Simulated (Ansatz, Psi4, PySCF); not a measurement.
H₂BO₂, doublet, geometry from GFN2-xTB. Base run: CCSD(T)/cc-pVDZ in PySCF.

Here is a job for PySCF.
```python
from pyscf import gto, scf, cc

mol = gto.M(
    atom='''
O     1.13377266    0.12435186   -0.36781878
B    -0.03360281   -0.52188624   -0.20573049
O    -1.12795819   -0.03404720    0.40341739
H     1.22824605    1.02526193   -0.02617740
H    -1.10674775    0.86173194    0.77004098
''',
    basis='cc-pvdz',
    spin=1,
    verbose=3,
)

mf = scf.UHF(mol)
mf.kernel()

mycc = cc.CCSD(mf)
mycc.kernel()
et = mycc.ccsd_t()
print('E(CCSD(T)) = %.10f' % (mycc.e_tot + et))
```

The same geometry, method and basis name were run in Ansatz (a quantum-chemistry and plane-wave program) and Psi4 and PySCF, at each program's defaults and at the settings that a row names. The base is PySCF at its defaults. Differences at the defaults can come from grids, fitting, cores and function types together.

```tsv
code and settings	ΔE vs base (µEh)	basis functions	E (Eh)	SCF cycles
PySCF, defaults (exact integrals, spherical functions, all electrons correlated)	0.0	52	-176.08855	12
Psi4, defaults (exact integrals, spherical functions, all electrons correlated)	0.0	52	-176.08855	14
Ansatz, defaults (factorised integrals, spherical functions, frozen core)	5994	52	-176.08255	-
PySCF, frozen core	5990	52	-176.08256	12
Psi4, exact integrals, spherical functions, frozen core	5990	52	-176.08256	14
Ansatz, high accuracy, frozen core	5990	52	-176.08256	-
```

Open shells are given as the SCF converged; they aren't shown to be the lowest states, and a large step between rows can be another state.
